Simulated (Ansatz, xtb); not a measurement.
## C6H6BF: 3 structures ranked

3 gas-phase structures of C6H6BF, from a drawn sample of its isomers (lower ones may exist). Each was relaxed with GFN2-xTB:

A. `Bc1ccccc1F`, a singlet
B. `Bc1cccc(F)c1`, a singlet
C. `Bc1ccc(F)cc1`, a singlet

Q: Make a reasoned guess at their ranking by r2SCAN-D4/def2-SVP//GFN2-xTB single-point energy.

A: Calculated order at r2SCAN-D4/def2-SVP//GFN2-xTB: A (0.0), C (1.1), B (7.6) kJ/mol. Less than 1 kcal/mol parts A and C, so the order within that pair means little.

Energies above the lowest of each column, in kJ/mol; the last columns are at r2SCAN-D4/def2-SVP geometries:

| structure | GFN2-xTB | HF/STO-3G | r2SCAN-D4/def2-SVP//GFN2-xTB | r2SCAN-D4/def2-SVP | CCSD(T)/def2-SVP + ΔMP2/def2-TZVPP |
| --- | --- | --- | --- | --- | --- |
| A | 0.0 | 0.0 | 0.0 | 0.0 | 1.9 |
| C | 0.4 | 1.9 | 1.1 | 0.9 | 0.0 |
| B | 1.9 | 8.4 | 7.6 | 7.4 | 4.5 |

CCSD(T)/def2-SVP + ΔMP2/def2-TZVPP has A and C within 1 kcal/mol of each other at the bottom, and every level picks one of them. CCSD(T)/def2-SVP + ΔMP2/def2-TZVPP orders those it was run on as C (0.0), A (1.9), B (4.5) kJ/mol. Less than 1 kcal/mol parts C and A; A and B, so the order within those pairs means little. Flexible structures stand in one conformer each, not always the lowest. ΔMP2 is the change of the MP2 energy from the smaller to the larger basis.

Programs: Ansatz 0.2.0, xtb 6.7.1.
